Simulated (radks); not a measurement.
Task: Isoelectronic series with 19 electrons, each ion in its NIST ground configuration. Calculated with a radial shooting solver on a logarithmic mesh with Libxc functionals: Dirac Kohn-Sham, PBE, spin-unpolarised, spherical densities, finite nucleus; open shells fill j = l - 1/2 first; Fermi nuclear charge, rms radius of each element as measured or else 0.836 A^(1/3) + 0.57 fm. Total energies (hartree) and mean radii <r> (bohr):

ion,configuration,E (hartree),3p3/2,3p1/2,3s1/2
K,[Ar] 4s1,-602.08908,1.438,1.429,1.269
Ti3+,[Ar] 3d1,-851.81353,1.059,1.052,0.9925
Mn6+,[Ar] 3d1,-1148.28435,0.8336,0.8270,0.8073
Ni9+,[Ar] 3d1,-1491.51998,0.6893,0.6828,0.6799
Ga12+,[Ar] 3d1,-1881.91432,0.5884,0.5819,0.5871
Se15+,[Ar] 3d1,-2319.96994,0.5137,0.5069,0.5163
Rb18+,[Ar] 3d1,-2806.27789,0.4559,0.4489,0.4604
Tc24+,[Ar] 3d1,-3926.44076,0.3722,0.3646,0.3778
Pd27+,[Ar] 3d1,-4561.91691,0.3408,0.3329,0.3463
In30+,[Ar] 3d1,-5248.90136,0.3143,0.3060,0.3193
Te33+,[Ar] 3d1,-5988.45581,0.2915,0.2828,0.2960
Cs36+,[Ar] 3d1,-6781.7734,0.2717,0.2626,0.2756
Ce39+,[Ar] 3d1,-7630.1651,0.2544,0.2449,0.2576
Pm42+,[Ar] 3d1,-8535.0906,0.2391,0.2292,0.2416
Gd45+,[Ar] 3d1,-9498.1412,0.2255,0.2151,0.2272
Ho48+,[Ar] 3d1,-10521.1895,0.2133,0.2024,0.2142
Yb51+,[Ar] 3d1,-11606.1792,0.2022,0.1909,0.2023
Ta54+,[Ar] 3d1,-12755.4135,0.1923,0.1804,0.1915
Os57+,[Ar] 3d1,-13971.3514,0.1831,0.1708,0.1816

Estimate the row of Zr21+ ([Ar] 3d1).

Result: E (hartree) -3341.51403; 3p3/2 0.4098; 3p1/2 0.4025; 3s1/2 0.4152.
